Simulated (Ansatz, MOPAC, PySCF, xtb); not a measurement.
Noncovalent pair: CH4 (SMILES C) (first 5 atoms) with CH2F2 (SMILES FCF); geometry from B3LYP-D3(BJ)/def2-TZVP.
(charge 0, multiplicity 1):
```tsv
atom	x (Å)	y (Å)	z (Å)
C	-0.0252	-0.0346	-0.2443
H	0.3067	0.8572	0.2855
H	-1.1074	-0.0054	-0.3718
H	0.4489	-0.0718	-1.2240
H	0.2541	-0.9184	0.3275
F	0.3019	1.1406	3.1566
C	-0.5111	0.0567	3.2986
F	0.2490	-1.0697	3.2019
H	-1.2392	0.0575	2.4869
H	-0.9639	0.0879	4.2910
```

Interaction energies are E(AB) − E(A) − E(B) at the monomers' geometry in the complex; basis-set methods are counterpoise corrected. Rows marked so take none.

Rows in 3-21G carry no dispersion term and start afresh at each structure. The state that AM1 reach isn't checked.

Programs: Ansatz (Gaussian basis) for Hartree–Fock, density functionals and correlated methods; MOPAC for AM1 (differences of heats of formation); PySCF for 3-21G rows, the dispersion terms; xtb for the GFN methods. Values without a source in brackets are computed.

Problem. One of these levels gives -80.3 meV for the interaction energy. Which one is it?
(A) B3LYP/3-21G (no counterpoise)
(B) GFN-FF
(C) PBE-D3(BJ)/def2-TZVPPD
(D) AM1

Solution. A, B3LYP/3-21G (no counterpoise). The others give -24.3 (GFN-FF), 0.6 (AM1), -48.3 (PBE-D3(BJ)/def2-TZVPPD)

Ansatz is an electronic-structure program.
